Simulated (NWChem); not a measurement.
System: CH₆ClNSi; SMILES CN[SiH2]Cl

Here is an NWChem input.

```
start job
memory heap 200 mb stack 900 mb global 1100 mb
geometry units angstroms noautoz
  Si    -0.680604     0.116693    -0.158995
  Cl     0.427499     1.357271     1.106449
  N      0.112775    -1.326647    -0.628475
  C      0.357403    -2.460489     0.234338
  H     -1.906962    -0.239668     0.603606
  H     -0.955081     0.903058    -1.390080
  H      0.746050    -1.268162    -1.419318
  H      1.323793    -2.410811     0.769389
  H     -0.433965    -2.525163     0.997504
  H      0.332670    -3.405173    -0.333554
end
basis spherical
  Si library def2-svp
  Cl library def2-svp
  N library def2-svp
  C library def2-svp
  H library def2-svp
end
dft
  xc xcamb88 1.00 lyp 1.0 hfexch 1.00
  cam 0.33 cam_alpha 0.0 cam_beta 1.0
  iterations 150
  mulliken
end
task dft energy
```

Geometry: optimised at PBE0/def2-SVP.

Question: What results follow from this input? (LC-BLYP (range parameter 0.33 per bohr)/def2-SVP.) Quantities: energy (Ha); highest occupied level (eV); orbital gap (eV); dipole (D).

Answer: 
* **energy (Ha)**: -845.21
* **highest occupied level (eV)**: -9.37
* **orbital gap (eV)**: 12.33
* **dipole (D)**: 2.23
